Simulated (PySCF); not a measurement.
H$_{4}$PSi, doublet, at a GFN2-xTB geometry; BLYP/6-31G** (PySCF).

Here is a job for PySCF.
```python
from pyscf import gto, scf, dft

mol = gto.M(
    atom='''
Si   -0.97872011   -0.33820566    0.07300160
P     1.08651768    0.46699887   -0.09994921
H    -1.19912428   -0.90647755    1.40533045
H    -1.89321088    0.77756588   -0.15450586
H    -1.20661833   -1.38753052   -0.92378867
H     1.70326986   -0.75366158    0.15017985
''',
    basis='6-31g**',
    spin=1,
    verbose=4,
)

mf = dft.UKS(mol)
mf.xc = 'blyp'
mf.init_guess = 'mod_huckel'
mf.kernel()
mf.analyze()
```

The log (banner, timings and long lists left out):

```
PySCF version 2.14.0

[INPUT] verbose = 4
[INPUT] num. atoms = 6
[INPUT] num. electrons = 33
[INPUT] charge = 0
[INPUT] spin (= nelec alpha-beta = 2S) = 1
[INPUT] symmetry False subgroup None
[INPUT] Mole.unit = angstrom
[INPUT] Symbol           X                Y                Z      unit          X                Y                Z       unit  Magmom
[...]
nuclear repulsion = 82.5712000462374
number of shells = 28
number of NR pGTOs = 130
number of NR cGTOs = 56
basis = 6-31g**
ecp = {}

******** <class 'pyscf.dft.uks.UKS'> ********
method = UKS
initial guess = mod_huckel
damping factor = 0
level_shift factor = 0
DIIS = <class 'pyscf.scf.diis.CDIIS'>
diis_start_cycle = 1
diis_space = 8
diis_damp = 0
SCF conv_tol = 1e-09
SCF conv_tol_grad = None
SCF max_cycles = 50
direct_scf = True
direct_scf_tol = 1e-13
number electrons alpha = 17  beta = 16
XC library pyscf.dft.libxc version 7.1.2
    S. Lehtola, C. Steigemann, M. J. T. Oliveira, and M. A. L. Marques,  SoftwareX 7, 1–5 (2018)
XC functionals = blyp
    A. D. Becke,  Phys. Rev. A 38, 3098 (1988)
    C. Lee, W. Yang, and R. G. Parr,  Phys. Rev. B 37, 785 (1988)
    B. Miehlich, A. Savin, H. Stoll, and H. Preuss,  Chem. Phys. Lett. 157, 200 (1989)
radial grids:
    Treutler-Ahlrichs [JCP 102, 346 (1995); DOI:10.1063/1.469408] (M4) radial grids

becke partition: Becke, JCP 88, 2547 (1988); DOI:10.1063/1.454033
pruning grids: <function nwchem_prune>
grids dens level: 3
symmetrized grids: False
atomic radii adjust function: <function treutler_atomic_radii_adjust>
small_rho_cutoff = 0
Set gradient conv threshold to 3.16228e-05
Initial guess from on-the-fly Huckel, doi:10.1021/acs.jctc.8b01089,
employing the updated GWH rule from doi:10.1021/ja00480a005.
Spherically averaged atomic HF for {'P', 'Si', 'H'}

******** <class 'pyscf.scf.atom_hf.AtomSphAverageRHF'> ********
method = AtomSphAverageRHF
initial guess = minao
damping factor = 0
level_shift factor = 0
DIIS = <class 'pyscf.scf.diis.CDIIS'>
diis_start_cycle = 1
diis_space = 8
diis_damp = 0
SCF conv_tol = 1e-09
SCF conv_tol_grad = None
SCF max_cycles = 50
direct_scf = True
direct_scf_tol = 1e-13
atom = Si
Set gradient conv threshold to 3.16228e-05
Initial guess from minao.
init E= -288.57530654396
cycle= 1 E= -288.605198930311  delta_E= -0.0299  |g|=    0  |ddm|= 0.447
cycle= 2 E= -288.606010821996  delta_E= -0.000812  |g|=    0  |ddm|= 0.109
cycle= 3 E= -288.606043248808  delta_E= -3.24e-05  |g|=    0  |ddm|= 0.0135
cycle= 4 E= -288.606044263014  delta_E= -1.01e-06  |g|=    0  |ddm|= 0.0057
cycle= 5 E= -288.606044263913  delta_E= -8.99e-10  |g|=    0  |ddm|= 0.000111
Extra cycle  E= -288.606044263913  delta_E= -1.71e-13  |g|=    0  |ddm|= 1.78e-06
Atomic HF for atom  Si  converged. SCF energy = -288.606044263913

******** <class 'pyscf.scf.atom_hf.AtomSphAverageRHF'> ********
method = AtomSphAverageRHF
initial guess = minao
damping factor = 0
level_shift factor = 0
DIIS = <class 'pyscf.scf.diis.CDIIS'>
diis_start_cycle = 1
diis_space = 8
diis_damp = 0
SCF conv_tol = 1e-09
SCF conv_tol_grad = None
SCF max_cycles = 50
direct_scf = True
direct_scf_tol = 1e-13
atom = P
Set gradient conv threshold to 3.16228e-05
Initial guess from minao.
init E= -340.320641488793
cycle= 1 E= -340.346294338489  delta_E= -0.0257  |g|=    0  |ddm|= 0.359
cycle= 2 E= -340.347008702826  delta_E= -0.000714  |g|=    0  |ddm|= 0.108
cycle= 3 E= -340.347046877572  delta_E= -3.82e-05  |g|=    0  |ddm|= 0.0168
cycle= 4 E= -340.347049081654  delta_E= -2.2e-06  |g|=    0  |ddm|= 0.00732
cycle= 5 E= -340.34704908189  delta_E= -2.36e-10  |g|=    0  |ddm|= 6.66e-05
Extra cycle  E= -340.34704908189  delta_E= -5.68e-14  |g|=    0  |ddm|= 8.77e-07
Atomic HF for atom  P  converged. SCF energy = -340.34704908189

******** 1 electron system ********
Atomic HF for atom  H  converged. SCF energy = -0.49823291072907

tot grids = 77592
init E= -632.709832083981
cycle= 1 E= -632.8529061107  delta_E= -0.143  |g|= 0.585  |ddm|= 2.04
[...]
cycle= 7 E= -633.146668653456  delta_E= -6.61e-07  |g|= 0.000325  |ddm|= 0.00239
cycle= 8 E= -633.146668747898  delta_E= -9.44e-08  |g|= 2.87e-05  |ddm|= 0.000653
cycle= 9 E= -633.146668748824  delta_E= -9.26e-10  |g|= 9.92e-06  |ddm|= 7.22e-05
Extra cycle  E= -633.1466687489  delta_E= -7.61e-11  |g|= 6.35e-06  |ddm|= 3.12e-05
converged SCF energy = -633.1466687489  <S^2> = 0.75264326  2S+1 = 2.0026415
**** SCF Summaries ****
Total Energy =                        -633.146668748899629
Nuclear Repulsion Energy =              82.571200046237436
One-electron Energy =                -1039.822126584045463
Two-electron Energy =                  324.104257788908399
Two-electron Coulomb Energy =          369.730568276623558
DFT Exchange-Correlation Energy =      -45.626310487715138
**** MO energy ****
                             alpha | beta                alpha | beta
[...]
To work with the spin densities directly, `use mulliken_meta_spin()` only printing them here.

 ** Mulliken spin pop alpha/beta on meta-lowdin orthogonal AOs **
 ** Mulliken Spin Density (per AO)  **
spin_pop of  0 Si 1s        0.00000
spin_pop of  0 Si 2s        0.00000
spin_pop of  0 Si 3s       -0.00504
spin_pop of  0 Si 4s       -0.00000
spin_pop of  0 Si 2px      -0.00000
spin_pop of  0 Si 2py      -0.00000
spin_pop of  0 Si 2pz      -0.00000
spin_pop of  0 Si 3px      -0.01390
spin_pop of  0 Si 3py      -0.00443
spin_pop of  0 Si 3pz      -0.00700
spin_pop of  0 Si 4px      -0.00027
spin_pop of  0 Si 4py       0.00004
spin_pop of  0 Si 4pz       0.00075
spin_pop of  0 Si 3dxy     -0.00010
spin_pop of  0 Si 3dyz      0.00109
spin_pop of  0 Si 3dz^2     0.00007
spin_pop of  0 Si 3dxz      0.00210
spin_pop of  0 Si 3dx2-y2   -0.00006
spin_pop of  1 P 1s        0.00000
spin_pop of  1 P 2s        0.00020
spin_pop of  1 P 3s        0.01719
spin_pop of  1 P 4s       -0.00031
spin_pop of  1 P 2px       0.00000
spin_pop of  1 P 2py       0.00000
spin_pop of  1 P 2pz       0.00011
spin_pop of  1 P 3px       0.01795
spin_pop of  1 P 3py       0.03934
spin_pop of  1 P 3pz       0.90062
spin_pop of  1 P 4px       0.00000
spin_pop of  1 P 4py       0.00006
spin_pop of  1 P 4pz       0.00066
spin_pop of  1 P 3dxy      0.00015
spin_pop of  1 P 3dyz      0.00062
spin_pop of  1 P 3dz^2     0.00024
spin_pop of  1 P 3dxz      0.00031
spin_pop of  1 P 3dx2-y2    0.00008
spin_pop of  2 H 1s        0.03281
spin_pop of  2 H 2s        0.00022
spin_pop of  2 H 2px       0.00000
spin_pop of  2 H 2py       0.00001
spin_pop of  2 H 2pz       0.00014
spin_pop of  3 H 1s       -0.00080
spin_pop of  3 H 2s        0.00000
spin_pop of  3 H 2px       0.00000
spin_pop of  3 H 2py      -0.00000
spin_pop of  3 H 2pz      -0.00000
spin_pop of  4 H 1s        0.03281
spin_pop of  4 H 2s        0.00022
spin_pop of  4 H 2px       0.00000
spin_pop of  4 H 2py       0.00006
spin_pop of  4 H 2pz       0.00009
spin_pop of  5 H 1s       -0.01631
spin_pop of  5 H 2s        0.00022
spin_pop of  5 H 2px      -0.00001
spin_pop of  5 H 2py      -0.00009
spin_pop of  5 H 2pz       0.00016
 ** Mulliken Spin Density (per atom)  **
spin density of  0 Si =     -0.02675
spin density of  1 P =      0.97722
spin density of  2 H =      0.03318
spin density of  3 H =     -0.00079
spin density of  4 H =      0.03318
spin density of  5 H =     -0.01604
 ** Mulliken pop alpha/beta on meta-lowdin orthogonal AOs **
 ** Mulliken pop       alpha | beta **
In total            17.00000 | 16.00000
 ** Mulliken atomic charges   ( Nelec_alpha | Nelec_beta ) **
charge of  0Si =      0.32486  (     6.82419      6.85095 )
charge of  1P =     -0.11016  (     8.04369      7.06647 )
charge of  2H =     -0.07434  (     0.55376      0.52058 )
charge of  3H =     -0.07800  (     0.53860      0.53940 )
charge of  4H =     -0.07434  (     0.55376      0.52058 )
charge of  5H =      0.01199  (     0.48599      0.50202 )
Dipole moment(X, Y, Z, Debye): -0.39536, -0.86387,  0.17970
```
